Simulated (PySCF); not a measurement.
Isomers of C5H6O2, one GFN2-xTB conformer each. Single-point energies are computed at PBE0/pcSseg-1 (PySCF, gas phase, no added dispersion term), electronic only.

**Question.** Rank them by PBE0/pcSseg-1 energy, lowest first (kcal/mol).
A. `[CH3:1][C:2]1=[CH:3][O:4][C@H:5]1[CH:6]=[O:7]` with O4–C5–C6–O7 -170°
B. `[CH2:1]=[C:2]=[CH:3][CH2:4][C:5](=[O:6])[OH:7]` with C2–C3–C4–C5 133°, C3–C4–C5–O6 9°, C4–C5–O7–H -179°
C. `[O:1]=[CH:2][C@@H:3]1[CH:4]=[CH:5][CH2:6][O:7]1` with O1–C2–C3–C4 -74°
D. `[OH:1][CH2:2][c:3]1[cH:4][cH:5][o:6][cH:7]1` with H–O1–C2–C3 54°, O1–C2–C3–C4 -86°
E. `CC1=CCOC1=O` (3-methyl-2(5H)-furanone)
F. `[CH3:1][O:2][c:3]1[cH:4][cH:5][o:6][cH:7]1` with C1–O2–C3–C4 -178°

**Answer.** E (0.0), D (25.1), B (29.0), F (32.2), C (34.8), A (52.9).

As drawn, the lowest has a C(=O)–O unit, which the highest lacks; the highest has a four-membered ring, which the lowest lacks. GFN2-xTB itself gives, in the same order: 0.0, 12.7, 38.2, 10.0, 33.5, 49.6. Both levels put the same isomer lowest; measured from each level's own lowest isomer, the values differ by up to 22.2 kcal/mol (COc1ccoc1: 10.0 against 32.2).

**Question.** Which frontier levels, dipoles and rotational constants go with these structures?

**Answer.** 
```tsv
SMILES	HOMO (eV, PBE0/pcSseg-1)	LUMO (eV)	dipole (D)	A, B, C (MHz)
CC1=CCOC1=O	-7.94	-1.13	4.83	4001, 3190, 1815
OCc1ccoc1	-6.76	0.11	1.65	7111, 1848, 1618
C=C=CCC(=O)O	-7.54	0.12	1.73	8086, 1213, 1124
COc1ccoc1	-6.30	0.48	1.06	7696, 2036, 1627
O=C[C@@H]1C=CCO1	-6.95	-1.00	3.08	6415, 2047, 1713
CC1=CO[C@H]1C=O	-6.80	-1.06	2.59	3947, 2552, 1675
```
